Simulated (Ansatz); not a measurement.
**Nudged elastic band run: FGeH₄N**

Input file:

```yaml
crystal:
  periodic: [false, false, false]
  atoms:
    - { symbol: "N", position_ang: [-0.805761, 0.431635, -0.710754] }
    - { symbol: Ge, position_ang: [0.583071, -0.032928, 0.385996] }
    - { symbol: F, position_ang: [0.475685, -1.741523, 0.931205] }
    - { symbol: H, position_ang: [-0.846821, -0.021238, -1.626203] }
    - { symbol: H, position_ang: [-1.738323, 0.4605, -0.293255] }
    - { symbol: H, position_ang: [0.495262, 0.796405, 1.682256] }
    - { symbol: H, position_ang: [1.898086, 0.039149, -0.414845] }
basis:
  gaussian: { orbitals: def2-SVPD }
hamiltonian:
  xc: pbe
neb:
  order_check: false
  images: 5
  f_tol: 0.05
  max_iterations: 60
  initial_path: idpp
  final_atoms:
    - { symbol: "N", position_ang: [-0.80573335, 0.43179674, -0.71059211] }
    - { symbol: Ge, position_ang: [0.58347256, -0.0324679, 0.38617179] }
    - { symbol: F, position_ang: [0.47416843, -1.74134395, 0.92993053] }
    - { symbol: H, position_ang: [-1.73832334, 0.45898494, -0.29307087] }
    - { symbol: H, position_ang: [-0.84637364, -0.021367, -1.62588618] }
    - { symbol: H, position_ang: [0.49550996, 0.79659893, 1.68271194] }
    - { symbol: H, position_ang: [1.89847838, 0.03979824, -0.41486509] }
```

Command:

```bash
$ ansatz run input.yaml --threads 2 --pin off --max-ram 3072MiB --backend cpu --events-out ev --progress --plain --runs-dir out
```

Output, in part (warnings, iteration lines, the closing report on the highest movable image, with atoms numbered from 0):

```
NEB end point (image 0): max|allowed force component| = 2.199e-3 eV/Å (the criterion of neb.relax_end_points is 1.000e-2)
NEB end point (image 6): max|allowed force component| = 4.536e-3 eV/Å (the criterion of neb.relax_end_points is 1.000e-2)
NEB iter   1: max|band force component| = 1.045e0 eV/Å  barrier→ = 0.3442 eV  barrier← = 0.3442 eV  Δτ_max = 0.1491 Å  (182 SCF iters)
NEB iter   2: max|band force component| = 5.110e-1 eV/Å  barrier→ = 0.2423 eV  barrier← = 0.2423 eV  Δτ_max = 0.0559 Å  (142 SCF iters)
NEB iter   3: max|band force component| = 2.202e-1 eV/Å  barrier→ = 0.2262 eV  barrier← = 0.2262 eV  CI = image 3  Δτ_max = 0.0413 Å  (144 SCF iters)
NEB iter   4: max|band force component| = 1.349e-1 eV/Å  barrier→ = 0.2234 eV  barrier← = 0.2234 eV  CI = image 3  Δτ_max = 0.0373 Å  (141 SCF iters)
NEB iter   5: max|band force component| = 1.854e-1 eV/Å  barrier→ = 0.2225 eV  barrier← = 0.2225 eV  CI = image 3  Δτ_max = 0.0149 Å  (145 SCF iters)
NEB iter   6: max|band force component| = 1.274e-1 eV/Å  barrier→ = 0.2223 eV  barrier← = 0.2223 eV  CI = image 3  Δτ_max = 0.0150 Å  (145 SCF iters)
NEB iter   7: max|band force component| = 1.897e-2 eV/Å  barrier→ = 0.2222 eV  barrier← = 0.2222 eV  CI = image 3  Δτ_max = 0.0000 Å  (283 SCF iters)
Total energy: -60768.31276762 eV, -2233.1943039681 hartree
Atom 0 at    -0.917745     0.201304    -0.604633 Å, force    -0.012597    -0.003622     0.008178 eV/Å
Atom 1 at     0.602235     0.002058     0.380256 Å, force     0.001068    -0.017650    -0.000969 eV/Å
Atom 2 at     0.746175    -1.768687     0.500279 Å, force    -0.001509     0.012227    -0.001225 eV/Å
Atom 3 at    -1.420241    -0.615162    -0.944842 Å, force     0.007181     0.000470    -0.004941 eV/Å
Atom 4 at    -1.320438     1.092937    -0.877939 Å, force     0.002224     0.003446    -0.000194 eV/Å
Atom 5 at     0.481290     0.528028     1.834467 Å, force    -0.001062     0.004543     0.001170 eV/Å
Atom 6 at     1.889922     0.491522    -0.333187 Å, force     0.004696     0.000586    -0.002019 eV/Å
Dipole moment:    -0.170281     0.498274    -0.124520 e Å
```

It converged. A vibrational analysis at the climbing image gives 2 clearly imaginary modes (359i, 274i cm⁻¹): a point of higher order, so a lower path passes nearby.

Final band (atoms are numbered from 1 in the order of the input):

| image | path coordinate (Å) | energy (eV) | dihedral H5–N1–Ge2–F3 (°) |
| --- | --- | --- | --- |
| 0 | 0.00 | 0.000 | 67 |
| 1 | 0.60 | 0.054 | 97 |
| 2 | 1.21 | 0.152 | 128 |
| 3 | 1.81 | 0.222 | 180 |
| 4 | 2.42 | 0.154 | -129 |
| 5 | 3.04 | 0.056 | -98 |
| 6 | 3.65 | 0.000 | -67 |

Time of the run: 50 s on 2 threads of AMD EPYC 7B13 (Zen 3) (shared host), peak memory 0.17 GiB.
